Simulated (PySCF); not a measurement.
Isomers of C5H5N2Si (doublet state), one GFN2-xTB conformer each. Single-point energies are computed at B3LYP/pcH-1 (PySCF, gas phase, no added dispersion term), electronic only. GFN2-xTB treats the open shell by occupation alone, and not every SCF solution was tested for stability.

| SMILES | GFN2-xTB relative energy (kJ/mol) |
| --- | --- |
| C#C[SiH2][C](C#N)N=C | 50.0 |
| N#C[SiH2][C@@H]1[CH][C@H]1C#N | 103.6 |
| N#C[SiH][C@@H]1C[C@H]1C#N | 0.0 |

Conformers: `[CH:1]#[C:2][SiH2:3][C:4]([C:5]#[N:6])[N:7]=[CH2:8]` (doublet state) with C2–Si3–C4–C5 101°, Si3–C4–N7–C8 -37°; `[N:1]#[C:2][SiH2:3][C@@H:4]1[CH:5][C@H:6]1[C:7]#[N:8]` (doublet state) with C2–Si3–C4–C5 -93°; `[N:1]#[C:2][SiH:3][C@@H:4]1[CH2:5][C@H:6]1[C:7]#[N:8]` (doublet state) with C2–Si3–C4–C5 27°.

Problem. What does B3LYP/pcH-1 give for the same structures?

Solution. 
```
                       SMILES  B3LYP/pcH-1 E (Eh)  B3LYP/pcH-1 (kJ/mol)  GFN2-xTB (kJ/mol)  point group
    N#C[SiH][C@@H]1C[C@H]1C#N          -592.46646                   0.0                0.0           C1
N#C[SiH2][C@@H]1[CH][C@H]1C#N          -592.43552                  81.2              103.6           C1
         C#C[SiH2][C](C#N)N=C          -592.42007                 121.8               50.0           C1
```

Both levels put the same isomer lowest; measured from each level's own lowest isomer, the values differ by up to 71.8 kJ/mol (C#C[SiH2][C](C#N)N=C: 50.0 against 121.8). As drawn, the lowest has a three-membered ring, which the highest lacks.
